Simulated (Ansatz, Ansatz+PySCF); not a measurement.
```xyz
3

O     0.0000    0.0000   -1.4345
Si    0.0000    0.0000    0.0000
O     0.0000    0.0000    1.4345
```

Basis set: def2-SVP (spherical functions). Left uncorrelated: 7 orbitals. Charge 0, multiplicity 1.

Computed with Ansatz (development build ahead of 0.2.0); each method stands on the lowest determinant of its kind that the runs found. Restricted open shells among the atoms or ions are ROHF, correlated in semicanonical orbitals with singles.

The atomization energy at this shape (free ground-state atoms in the same class of orbitals less the molecule, no zero-point energy) of singlet SiO2:

```
     method  atomization energy
RHF-CCSD(T)       1009.3 kJ/mol
    RHF-MP2       1107.6 kJ/mol
        RHF        599.8 kJ/mol
```

Q: What does UHF give?

A: 564.7 kJ/mol. Caution: the shape is not the minimum.
